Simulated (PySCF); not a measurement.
## Spinor energies of Cu (copper, neutral)

Start: [Ar] 3d9 4s2; 3d3/2 filled at m_j = -3/2, -1/2, +1/2, +3/2; 3d5/2 filled at m_j = -3/2, -1/2, +1/2, +3/2, +5/2. Calculated with PySCF 2.14 in x2c-TZVPall-2c with one added diffuse shell each of s, p, d type (7s8p5d1f, 63 functions): generalised Hartree-Fock with the X2C-1e Hamiltonian and a Gaussian nucleus; one run each with spin-orbit coupling (SO) switched off, then screened by Boettger's factors. This is a chosen level, not necessarily the ground level.

| spinor shell | electrons | ε, spin-free (eV) | ε, screened SO (eV) | weight of nominal j (screened SO) | rms radius, screened SO (bohr) |
| --- | --- | --- | --- | --- | --- |
| 1s1/2 | 2 | -9053.8 | -9053.7 | 1.000 | 0.0601 |
| 2s1/2 | 2 | -1140.7 | -1140.6 | 1.000 | 0.254 |
| 2p1/2 | 2 | -981.07 | -995.42 | 0.999 | 0.226 |
| 2p3/2 | 4 | -981.07 | -974.06 | 1.000 | 0.229 |
| 3s1/2 | 2 | -147.00 | -146.99 | 1.000 | 0.762 |
| 3p1/2 | 2 | -97.745 | -100.78 | 0.947 | 0.804 |
| 3d3/2 | 4 | -19.744 | -20.395 | 0.814 | 1.05 |
| 3d5/2 | 5 | -19.744 | -19.230 | 0.851 | 1.07 |
| 4s1/2 | 2 | -7.903 | -7.903 | 1.000 | 3.17 |

(1) Where does 3p3/2 lie, and what is the 3p spin-orbit splitting (screened SO)?

```tsv
quantity	spin-free	screened SO
E (hartree)	-1653.11375	-1653.15855
M_J	5/2	5/2
⟨J²⟩	8.757	8.757
⟨L²⟩	6.006	6.008
⟨S²⟩	0.752	0.753
```

Each row is a mean over spinors that exchange with the open shell spreads, by up to 7.372 eV (3p3/2).

Rows whose weight is well below 1 are mixtures of j = l ± 1/2: exchange outweighs spin-orbit coupling there, and the label is only the starting occupation.

Without spin-orbit coupling the j labels of p, d and f shells carry no meaning; the spin-free column gives the mean over the occupied spinors of each nl shell.

## Answers

(1) At -96.245 eV, 4.531 eV above 3p1/2.
